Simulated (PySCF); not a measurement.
# Nuclear quadrupole coupling in `CN1CCCN1[SiH](C)C`

Species: C6H16N2Si.
Geometry (GFN2-xTB, Å), atoms numbered from 1 in this order:
```
atom  x, y, z in Å
C1    -1.5937    0.3312    1.6843
N2    -1.0138    0.6962    0.4014
C3    -1.9724    0.6783   -0.6920
C4    -2.0189   -0.7835   -1.1836
C5    -0.6820   -1.3526   -0.6739
N6    -0.0260   -0.2425    0.0067
Si7    1.5234    0.3926   -0.4155
C8     2.7237   -1.0812   -0.4181
C9     1.9575    1.6523    0.9299
H10   -2.1432   -0.6179    1.6688
H11   -2.2686    1.1278    1.9941
H12   -0.7831    0.2561    2.4058
H13   -2.9421    1.0533   -0.3686
H14   -1.5796    1.3287   -1.4784
H15   -2.1010   -0.8392   -2.2666
H16   -2.8645   -1.3153   -0.7476
H17   -0.8469   -2.1757    0.0310
H18   -0.0511   -1.7182   -1.4821
H19    1.5991    1.0472   -1.7427
H20    2.6424   -1.6636    0.4944
H21    3.7500   -0.7403   -0.5016
H22    2.5355   -1.7502   -1.2516
H23    2.0465    1.1836    1.9047
H24    1.1956    2.4200    1.0011
H25    2.9025    2.1369    0.7094
```

Field gradients from the PBE0/pcSseg-1 density (PySCF, non-relativistic), principal values in atomic units, ordered |Vxx| ≤ |Vyy| ≤ |Vzz|:

```
atom     Vxx     Vyy      Vzz
  N2  0.4639  0.9860  -1.4499
  N6  0.2535  1.0634  -1.3169
```

**Question.** Find the asymmetry η = (Vxx − Vyy)/Vzz and the couplings χ = eQV/h (234.96 MHz × Q in barn × V in au), with Q(14N) = 0.02044 b.

**Answer.** 
```
atom         environment  nucleus     η  χzz (MHz)  χxx (MHz)  χyy (MHz)
  N2  hydrazine nitrogen      14N  0.36      -6.96       2.23       4.74
  N6  hydrazine nitrogen      14N  0.61      -6.32       1.22       5.11
```

**Question.** What is Vzz at N6 in SI units (1 au = 9.71736 × 10²¹ V/m²)?

**Answer.** -1.3169 au = -12.797 × 10²¹ V/m².

Were the hydrogens deuterons (Q(2H) = 0.00286 b), χzz would run from 101 kHz (H19) to 222 kHz (H25, H21, H23, H22 and 1 more).

Geometry: GFN2-xTB, one conformer, isolated molecule. GFN2-xTB bond lengths can be off by several hundredths of an ångström, more for odd bonds, and the gradients follow them. With so small a basis the couplings can be 20 % off.

These values come from a run that also computed NMR shieldings. Time: 51 s; peak memory 1.1 GiB. Hardware: one thread, Intel Xeon 6975P-C (x86_64), no GPU, shared host with 192 logical CPUs at a one-minute load of 78.
